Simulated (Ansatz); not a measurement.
CH4OSn (`O=[CH][SnH3]`), 7 atoms. Charge 0, multiplicity 1. Correlated methods include outer-core shells of Sn, which these sets cover unevenly. Sn: def2 effective core potential. All runs use 2 threads of an Arm Neoverse V1 on a shared host. Correlated methods freeze the cores.

Question: How many basis functions does each run have, and how long does it take in Ansatz? RHF-CCSD(T)/def2-SVP energy; RKS SPW92 (LDA)/def2-TZVPP energy; direct RPA on PBE orbitals/def2-TZVPP energy; RHF-CCSD(T)/def2-TZVPP energy; RKS PBE0-D4/def2-QZVPP energy; RKS PBE0-D4/def2-SVP energy; RKS ωB97M-V/def2-SVP energy; RKS ωB97M-V/def2-QZVPP energy; RHF-MP2/def2-QZVPP energy; RKS CAM-B3LYP-D4/def2-TZVPP energy; RKS PBE0-D4/def2-TZVP frequencies; RKS r2SCAN0-D4/def2-TZVPP energy. (Estimate.)

Answer: Ansatz gave: Other jobs shared the machine, so times are rough.

| level | job | functions | wall time | peak host memory (GiB) |
| --- | --- | --- | --- | --- |
| RKS SPW92 (LDA)/def2-TZVPP | energy | 168 | 1.1 s | 0.16 |
| RKS PBE0-D4/def2-SVP | energy | 74 | 1.1 s | 0.13 |
| RKS CAM-B3LYP-D4/def2-TZVPP | energy | 168 | 2.8 s | 0.36 |
| RHF-CCSD(T)/def2-SVP | energy | 74 | 3.1 s | 0.23 |
| direct RPA on PBE orbitals/def2-TZVPP | energy | 168 | 4.5 s | 0.32 |
| RKS r2SCAN0-D4/def2-TZVPP | energy | 168 | 4.5 s | 0.34 |
| RKS ωB97M-V/def2-SVP | energy | 74 | 5 s | 0.2 |
| RKS PBE0-D4/def2-QZVPP | energy | 316 | 5.5 s | 0.66 |
| RHF-MP2/def2-QZVPP | energy | 316 | 13 s | 1.1 |
| RKS ωB97M-V/def2-QZVPP | energy | 316 | 15 s | 1 |
| RHF-CCSD(T)/def2-TZVPP | energy | 168 | 55 s | 1.6 |
| RKS PBE0-D4/def2-TZVP | frequencies | 136 | 78 s | 0.25 |
